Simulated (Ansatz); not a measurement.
Complex (SMILES): N#N (N2) with S (H2S), atoms 1 to 2 the first; geometry from B3LYP-D3(BJ)/def2-TZVP, monomers rigid:
```xyz
5

N      0.5569     0.0216    -0.1918
N      0.4057    -0.6429     0.6599
S     -1.8739     2.6331    -1.4786
H     -0.7246     1.9720    -1.6881
H     -1.2906     3.5002    -0.6354
```

Basis-set convergence of the counterpoise-corrected interaction energy at PBE0 with Ansatz (an electronic-structure program). Cartesian d functions, on some or all atoms, in 6-311G**; all else is spherical. The program fits the integrals of some runs and decomposes those of others, by size. No added dispersion term, no relativity. Functions are those of the species that has most. Reference: the value in aug-pcseg-3, -0.23 kcal/mol. Deviations are taken from unrounded values.

| basis | functions | counterpoise-corrected interaction energy (kcal/mol) | minus reference (kcal/mol) |
|---|---|---|---|
| STO-3G | 21 | -0.18 | 0.05 |
| def2-SV(P) | 50 | -0.29 | -0.05 |
| def2-SVP | 56 | -0.31 | -0.08 |
| cc-pV(D+d)Z | 61 | -0.31 | -0.08 |
| 6-311G** | 75 | -0.32 | -0.08 |
| aug-pcseg-1 | 91 | -0.22 | 0.01 |
| aug-cc-pV(D+d)Z | 96 | -0.23 | 0.00 |
| 6-311++G(2d,2p) | 109 | -0.23 | 0.01 |
| def2-TZVP | 111 | -0.26 | -0.02 |
| def2-TZVPD | 138 | -0.23 | 0.00 |
| jun-cc-pV(T+d)Z | 154 | -0.24 | 0.00 |
| aug-cc-pV(T+d)Z | 193 | -0.23 | 0.01 |
| def2-QZVPP | 244 | -0.25 | -0.01 |
